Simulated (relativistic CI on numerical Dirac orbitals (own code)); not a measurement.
Ir5+: 5p photoemission

Computed with this model: Dirac-Coulomb-Breit CI, KLI orbitals optimised for each configuration, model QED, valence Slater integrals scaled by 0.8, multiplet model of photoemission in the sudden approximation; configurations [Xe] 4f14 5d4 → [Kr] 4d10 4f14 5s2 5p5 5d4; 300 K; Lorentzian 1.5 eV and Gaussian 0.6 eV FWHM. Energies are those of the free ion, without screening or charge transfer. The energies are binding energies and can lie tens of eV above those of solids. S is read from ⟨S²⟩ = S(S + 1).

Field parameters in Wybourne normalisation: Oh B⁴₀ = 21Dq, B⁴₄ = √(5/14) B⁴₀. The field is a parameter set, without covalency.

free ion: ground-state S = 1.65, centroid 127.09 eV. Peaks (eV, height): 119.4 (100), 125.8 (14), 127.8 (10), 131.6 (6), 142.8 (40).

Oh, 10Dq = 10000 cm⁻¹: ground-state S = 1.53, centroid 127.11 eV. Peaks (eV, height): 119.4 (100), 126.0 (13), 142.0 (24), 143.2 (25).

Oh, 10Dq = 27550 cm⁻¹: ground-state S = 1.13, centroid 127.22 eV. Peaks (eV, height): 119.8 (100), 127.2 (11), 139.0 (30), 141.6 (15), 142.8 (14).

Strongest unbroadened transitions for Oh, 10Dq = 10000 cm⁻¹:

```
Energy (eV)  Relative strength
     119.35              100.0
     119.39               23.2
     119.50               53.6
     120.33                3.3
     120.48                8.3
     121.28               26.7
     122.32                4.4
     125.94               12.0
     139.26                9.3
     140.32                3.9
     140.38                4.8
     141.23                4.9
     141.55               13.3
     141.96                3.2
     142.33               13.6
     143.03                3.1
     143.44                7.0
     143.47               21.4
```
